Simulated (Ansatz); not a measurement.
Two isomers of CH9BGeSi: A = `B[SiH2][CH2][GeH3]`, B = `B[CH2][GeH2][SiH3]`.

Isolated molecules relaxed with PBE0-D4/def2-TZVP in Ansatz; ΔE leaves out vibrations. CCSD(T)/CBS is the MP2 limit (def2-TZVPP, def2-QZVPP) plus CCSD(T) − MP2 in def2-TZVPP, frozen cores. Functionals use def2-TZVPP. B3LYP here is the variant with VWN-RPA as its local correlation; programs differ in this. For Ge outer-core shells are correlated without core-valence functions, which leaves a few kJ/mol of doubt a bond. Scalar relativity is left out up to krypton. One conformer a species, not always the lowest.

Which is lower in electronic energy at CCSD(T)/CBS, and by how much? (Estimate.)

The calculation gave: B, by 63.1 kJ/mol.

Give E(B) − E(A) in kJ/mol with B2PLYP, HF/def2-TZVPP, CCSD(T)/def2-TZVPP, B3LYP-D4, r2SCAN-D4, PBE0-D4, B3LYP. (Estimate.)

Ansatz gave: B2PLYP -63.0, HF/def2-TZVPP -42.9, CCSD(T)/def2-TZVPP -62.7, B3LYP-D4 -65.5, r2SCAN-D4 -69.4, PBE0-D4 -69.3, B3LYP -62.2. None reverses the order clearly.

Largest T1 diagnostic: 0.012.

From PBE to PBE0 (25 % exact exchange), in def2-TZVPP and without D4, E(B) − E(A) moves by +3.5 kJ/mol. In def2-TZVPP, CCSD(T) changes the Hartree–Fock value by −19.8 kJ/mol (the triples alone add −3.8 kJ/mol) and MP2 by −24.3 kJ/mol.
